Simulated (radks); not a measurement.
Results of a calculation; reference values are marked as such.
The nuclear charge of the tungsten ion W2+ is varied continuously with 72 electrons held in [Xe] 4f14 5d4. Code: a radial shooting solver on a logarithmic mesh with Libxc functionals. Model: scalar-relativistic Kohn-Sham, PBE, spin-polarised, spherical densities, finite nucleus; open shells are filled with parallel spins first (spin-orbit coupling, left out, can overturn this in heavy ions); Fermi nuclear charge, rms radius 5.3658 fm. By the Hellmann-Feynman theorem dE/dZ = E(electron-nucleus)/Z, the electronic potential at the nucleus (averaged over a nucleus of fixed radius). The scalar-relativistic energy here is not variational (the density holds large components alone), so the two differ by a part that grows with Z.

Z	E (hartree)	E(electron-nucleus)/Z (hartree)	HOMO	e(HOMO) (eV)	<r> HOMO (bohr)
73	-15602.0019	-527.605	5d	-9.890	2.169
73.5	-15869.1947	-533.105	5d	-15.101	1.995
74	-16139.1909	-538.610	5d	-20.959	1.863
74.5	-16411.9958	-544.126	5d	-27.382	1.758
75	-16687.6162	-549.654	5d	-34.314	1.670

The central difference of E at Z = 74 is -542.801 hartree, to compare with the third column; the second derivative is -11.2 hartree.
